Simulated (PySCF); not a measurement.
# Ionisation energy of Eu²⁴⁺ by level of theory

Eu²⁴⁺ [Kr] 4d3 [4d3/2^3, M_J = 3/2] → Eu²⁵⁺ [Kr] 4d2 [4d3/2^2, M_J = 2], as a difference of total energies. Calculation: PySCF 2.14, in an uncontracted even-tempered set (17 s from 1.8 bohr⁻², ratio 2.8; 14 p from 2.3 bohr⁻², ratio 2.8; 9 d from 2.3 bohr⁻², ratio 2.8; 4 f from 9.1 bohr⁻², ratio 3); the two-component X2C-1e Hamiltonian. Correlated levels: [Ar] 3d10 frozen; the 92 highest virtual spinors dropped. "Screened" scales the spin-orbit matrix elements by Boettger's factors to mimic the two-electron term; Breit and QED terms are absent.

```
                    method  ionisation energy (eV)
 GHF (screened spin-orbit)                  793.94
GMP2 (screened spin-orbit)                  794.51
```

Question: How much does correlation contribute at GMP2 (screened spin-orbit)?

Answer: 794.51 − (793.94) = 0.57 eV, measured against GHF (screened spin-orbit).

Breit and QED terms and the two-electron picture change are absent.

The labels give the starting determinants; with spin-orbit coupling the two ends relaxed to ⟨J²⟩ = 4.13, ⟨L²⟩ = 9.31, ⟨S²⟩ = 2.57 and ⟨J²⟩ = 6.07, ⟨L²⟩ = 10.53, ⟨S²⟩ = 1.60.

The determinant of Eu²⁴⁺ mixes levels of different J (the jj label is only the starting occupation), so the difference between spin-free and spin-orbit rows is not the physical spin-orbit shift.

For comparison: 795 ± 4 eV (theoretical estimate listed by NIST; NIST Atomic Spectra Database, ionization energies).
